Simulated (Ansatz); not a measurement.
One change: `C#C[SiH2][SiH2]C` becomes `C#C[SiH2]CN`.

Ansatz, PBE0-D4/def2-TZVP geometries, multiplicity 1. Each molecule was computed in one conformer, which needn't be the lowest.

| property | `C#C[SiH2][SiH2]C` |
| --- | --- |
| HOMO energy (B3LYP/def2-TZVPP) / eV | -7.45 |
| HOMO–LUMO gap (PBE/def2-TZVPP) / eV | 5.42 |
| HOMO–LUMO gap (B3LYP/def2-TZVPP) / eV | 7.03 |
| HOMO–LUMO gap (ωB97M-V/def2-TZVPP) / eV | 11.30 |
| LUMO energy (PBE0/def2-TZVPP) / eV | -0.24 |
| size of the dipole moment (B3LYP/def2-TZVPP) / D | 1.08 |

Q: What does the change do to each property? (Best estimate.)

A: Computed: 
```csv
property,`C#C[SiH2]CN`,shift
HOMO energy (B3LYP/def2-TZVPP) / eV,-6.71,0.74
HOMO–LUMO gap (PBE/def2-TZVPP) / eV,4.44,-0.98
HOMO–LUMO gap (B3LYP/def2-TZVPP) / eV,6.40,-0.63
HOMO–LUMO gap (ωB97M-V/def2-TZVPP) / eV,11.13,-0.17
LUMO energy (PBE0/def2-TZVPP) / eV,-0.10,0.14
size of the dipole moment (B3LYP/def2-TZVPP) / D,1.62,0.54
```

With PBE0 the HOMO rises by 0.71 eV and the LUMO rises by 0.14 eV, so the gap narrows by about 0.57 eV. PBE moves the HOMO by 1.08 eV and ωB97M-V by 0.36 eV. Dipoles are sizes alone; their direction can turn.

B3LYP here is the variant with VWN-RPA as its local correlation; programs differ in this.
